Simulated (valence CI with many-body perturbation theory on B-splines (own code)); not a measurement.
# Missing levels of Gd LII

Calculated by configuration interaction combined with many-body perturbation theory (CI+MBPT): three valence electrons over a frozen Dirac-Fock core [Ne], radial functions for each j: 11 s, 11 p, 9 d, 7 f, 5 g, 2 h, 1 i, with the one-electron correlation potential Σ1 (screened to all orders), the two-electron term Σ2, the three-electron term Σ3, Breit, model QED; selected single and double excitations, second order for the rest (own B-spline code, finite nucleus).

The last digits are not significant, and no measured levels were compared; by estimate large intervals hold to a few tenths of a per cent, small ones and those within an open d or f shell to about a per cent.

```tsv
Level	E (× 10³ cm⁻¹)
(3s^2 3p1/2) J=1/2	0.00
(3s 3p1/2^2) J=1/2	?
(3s^2 3p3/2) J=3/2	?
(3s 3p1/2 3p3/2) J=3/2 [a]	2352.7
(3s 3p1/2 3p3/2) J=5/2	2470.5
(3s 3p1/2 3p3/2) J=3/2 [b]	2620.2
(3s 3p1/2 3p3/2) J=1/2	2688.1
(3s^2 3d3/2) J=3/2	3036.1
(3s^2 3d5/2) J=5/2	3312.1
(3p1/2^2 3p3/2) J=3/2	3685.9
(3s 3p1/2 3d3/2) J=3/2 [a]	3797.0
(3s 3p1/2 3d3/2) J=5/2	3883.3
(3s 3p3/2^2) J=5/2	3927.9
(3s 3p1/2 3d3/2) J=1/2	?
(3s 3p1/2 3d3/2) J=3/2 [b]	?
(3s 3p3/2^2) J=1/2	4167.1
(3s 3p3/2^2) J=3/2	?
(3s 3p1/2 3d5/2) J=5/2 [a]	4225.3
(3s 3p1/2 3d5/2) J=7/2	?
(3s 3p1/2 3d5/2) J=5/2 [b]	4381.2
```

Levels are named by their leading jj configuration (3d3/2^4 stands for four electrons in 3d with j = 3/2), which in mixed levels can hold well under half, so a name can repeat and another be missing. Letters in brackets count levels of one name in rising energy.

(1) The levels stand in rising order. What does the calculation give for the missing energies?

Results:

(1) (3s 3p1/2^2) J=1/2 1070.1; (3s^2 3p3/2) J=3/2 1475.6; (3s 3p1/2 3d3/2) J=1/2 4058.1; (3s 3p1/2 3d3/2) J=3/2 [b] 4086.8; (3s 3p3/2^2) J=3/2 4213.0; (3s 3p1/2 3d5/2) J=7/2 4307.4.
